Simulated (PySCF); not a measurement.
# Computed data sheet: `[O]=[Ru-2](=[O])([Cl])([Cl])([Cl])[Cl]` (trans-[RuO2Cl4]2-)

trans-[RuO2Cl4]2- (charge -2 and singlet state).
Structure used (PBE0-D3(BJ)/def2-SVP), in Å, numbered top down from 1:
```
atom  x, y, z in Å
Ru1    0.0004   -0.0004    0.0002
O2    -0.0156   -0.0096    1.6934
O3     0.0136    0.0109   -1.6931
Cl4    2.4363    0.0054    0.0196
Cl5   -2.4361   -0.0063   -0.0200
Cl6   -0.0057    2.4362    0.0143
Cl7    0.0070   -2.4363   -0.0144
```

From PBE0-D3(BJ)/def2-SVP geometry optimisation, gas phase, def2 core potentials past Kr (PySCF):

| Quantity | Value |
| --- | --- |
| Point group | D4h |
| Rotational constants A, B, C | 0.997, 0.997, 0.609 GHz |

PBE0/pcSseg-1 (def2-TZVP on Ru) ground state (PySCF):

| Property | Result |
| --- | --- |
| HOMO energy | 0.51 eV |
| LUMO energy | 4.69 eV |
| HOMO–LUMO gap | 4.18 eV |
| Lowest Mulliken atomic charge | -0.48 e on O2/O3 |
| Highest Mulliken atomic charge | +0.78 e on Ru1 |
| Mayer bond orders between heavy atoms | Ru1–O2 1.65, Ru1–O3 1.65, Ru1–Cl4 0.67, Ru1–Cl5 0.67, Ru1–Cl6 0.67, Ru1–Cl7 0.67 |

Monoisotopic mass to charge of the ion (most abundant isotopes, electron mass counted): 136.8853.

The rotational constants are those of an oblate symmetric top. With B = h/(8π²I), that is 505.379 GHz u Å² over I, the principal moments of inertia are 506.8, 506.9 and 830.2 u Å² (most abundant isotopes); the inertial defect Ic − Ia − Ib is -183.5 u Å² (zero for a rigid planar frame, negative otherwise).

Whether so highly charged an anion holds all its electrons in the gas phase wasn't checked; a finite basis holds them in any case. The ion is multiply charged and computed without counter-ions or solvent. Atoms past krypton carry effective core potentials; spin–orbit coupling is left out. The geometry's basis has no diffuse functions, a weakness for an anion. The HOMO energy is positive, so at this level the finite basis confines the outermost electrons. No diffuse functions stand in pcSseg-1 (def2-TZVP on Ru), which bears on an anion's orbital energies.
